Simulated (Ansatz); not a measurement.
Total energies of `C[N](C)[Zr]([CH3])([OH])[OH]`.

```xyz
18

C    -0.2810   -0.0524    2.1031
N     0.4552   -0.1232    0.8650
C     1.6553   -0.9146    0.9779
Zr   -0.1439    0.7811   -0.8487
C    -1.4271   -0.7733   -1.8329
O    -1.3337    2.2478   -0.4328
O     1.3730    1.0231   -2.0239
H    -0.6046   -1.0487    2.4377
H    -1.1753    0.5667    1.9898
H     0.3252    0.3844    2.9107
H     2.1987   -0.9357    0.0292
H     1.4285   -1.9540    1.2564
H     2.3364   -0.5113    1.7421
H    -2.2776   -1.0481   -1.1990
H    -0.8592   -1.6881   -2.0367
H    -1.8297   -0.4151   -2.7883
H    -1.7989    3.0778   -0.4676
H     1.9589    1.3836   -2.6822
```

Charge 0, multiplicity 1. Correlated methods include outer-core shells of Zr, which these sets cover unevenly. Zr: def2 effective core potential. The structure was optimised at the PBE0-D4/def2-TZVP level. It is one conformer, not always the lowest. Basis def2-TZVPP, Ansatz 0.2.0.

| functional | energy without D4 (Eh) | D4 term (kJ/mol) |
| --- | --- | --- |
| BLYP | -373.35665 | -83.5 |
| r2SCANh | -373.30888 | -11.6 |

(1) Give the same for LDA (SPW92), PBE, revPBE, r2SCAN, B97M-V, PBE0, B3LYP, r2SCAN0, HSE06 (plane-wave form), BHLYP, CAM-B3LYP, LC-ωPBE, ωB97X-V, ωB97M-V, B2PLYP, PBE-QIDH. (An estimate is asked.)

B3LYP takes the VWN-RPA correlation (the form of Gaussian; ORCA's B3LYP/G). HSE06 is the plane-wave form, built on full-range PBE exchange. The double hybrids freeze the cores in their second-order part.

Results:

(1) Computed: 
```
             functional  energy without D4 (Eh)  D4 term (kJ/mol)
            LDA (SPW92)              -370.71916                 –
                    PBE              -373.11329             -39.8
                 revPBE              -373.43003            -110.5
                 r2SCAN              -373.34331             -10.9
                 B97M-V              -373.45643                 –
                   PBE0              -373.10733             -34.4
                  B3LYP              -373.52780             -63.0
                r2SCAN0              -373.25947             -12.8
HSE06 (plane-wave form)              -373.08881             -32.3
                  BHLYP              -373.21472             -50.6
              CAM-B3LYP              -373.31699             -35.3
                LC-ωPBE              -373.31838                 –
                ωB97X-V              -373.36330                 –
                ωB97M-V              -373.27061                 –
                 B2PLYP              -373.15911                 –
               PBE-QIDH              -373.00953                 –
```

LC-ωPBE has ω = 0.4 bohr⁻¹.
